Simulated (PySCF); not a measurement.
RuF₃, SMILES [F][Ru]([F])[F] (connectivity only; charge and spin as stated), neutral, multiplicity 4.

Geometry optimised at PBE0-D3(BJ)/def2-TZVP. The spin state was assumed, not searched. The def2 effective core potentials stand for the cores of Ru; spin–orbit coupling is left out.

Level of theory: PySCF with TDA-B3LYP/def2-SVPD.

Vertical excitations. Isolated molecule, no solvent.

| state | energy (eV) | λ (nm) | f | main pairs |
|---|---|---|---|---|
| root 1 | 0.25 | 4931 | 0.000 | β HOMO→LUMO 94 % |
| root 2 | 0.89 | 1399 | 0.000 | β HOMO→LUMO+1 98 % |
| root 3 | 1.28 | 972 | 0.000 | β HOMO→LUMO+2 98 % |
| root 4 | 1.75 | 709 | 0.000 | α HOMO−1→LUMO 38 %, β HOMO→LUMO+3 58 % |
| root 5 | 1.87 | 662 | 0.000 | α HOMO→LUMO 98 % |
| root 6 | 2.68 | 463 | 0.000 | α HOMO−2→LUMO 97 % |
| root 7 | 2.75 | 451 | 0.004 | α HOMO−1→LUMO 60 %, β HOMO→LUMO+3 36 % |
| root 8 | 3.26 | 380 | 0.005 | α HOMO−3→LUMO 97 % |
| root 9 | 4.39 | 283 | 0.000 | β HOMO−1→LUMO 99 % |
| root 10 | 4.75 | 261 | 0.000 | β HOMO−1→LUMO+1 99 % |
Unrestricted roots are not spin-pure.
